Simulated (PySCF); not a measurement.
Molecule: `C=C1C=C1C(F)F`, C5H4F2.

Atoms are numbered as in `[CH2:1]=[C:2]1[CH:3]=[C:4]1[CH:5]([F:6])[F:7]`. Each H is labelled by its parent atom. Ha(C1) is cis to C3; Hb(C1) is trans to C3.

Geometry PBE0-D3(BJ)/def2-SVP throughout; GIAO in PySCF 2.14.0 with density-fitted response routines, gas phase, one conformer, non-relativistic; equivalent atoms averaged; basis pcSseg-1.

**Question.** How do the absolute shieldings σ depend on the functional? (a selection of nuclei; ppm; last column core-seconds on 1 thread of an Arm Neoverse N1, shared host; the GGAs took longer than the global hybrids here, which isn't the general rule, and the cause wasn't traced)

**Answer.** 
```
functional                    kind    C4    C3    C2    C5     C1  F6/F7  H(C3)  Hb(C1)  Ha(C1)  core-s
        HF            Hartree–Fock  48.5  53.4  66.5  92.2  128.0  351.9  23.41   27.65   27.68     9.3
      BP86                     GGA  34.0  42.3  56.8  61.8  114.0  300.0  23.32   27.24   27.27      25
       KT2                     GGA  46.3  53.9  67.6  69.4  121.9  297.6  23.30   27.24   27.27      26
     B97-2           global hybrid  41.4  48.1  62.4  71.8  118.7  316.1  23.36   27.33   27.36      19
 BHandHLYP           global hybrid  38.0  44.5  58.1  74.9  118.1  328.4  23.34   27.40   27.43      18
 CAM-B3LYP  range-separated hybrid  33.6  41.5  54.8  67.7  115.2  317.5  23.31   27.28   27.32      25
   wB97X-D  range-separated hybrid  37.9  44.5  58.9  71.7  117.6  319.7  23.33   27.29   27.32      24
   LC-wPBE  range-separated hybrid  38.6  44.8  60.0  74.3  119.0  324.8  23.24   27.17   27.20      31
```

**Question.** Which nucleus among those listed moves most, in ppm?

**Answer.** F6/F7 (fluorine of a CF2 group): from 297.6 ppm with KT2 to 351.9 ppm with HF. The smallest spread is 0.17 ppm, at H(C3). Proton shifts span only some 12 ppm, so a few tenths of a ppm matter as much there as several ppm in carbon.
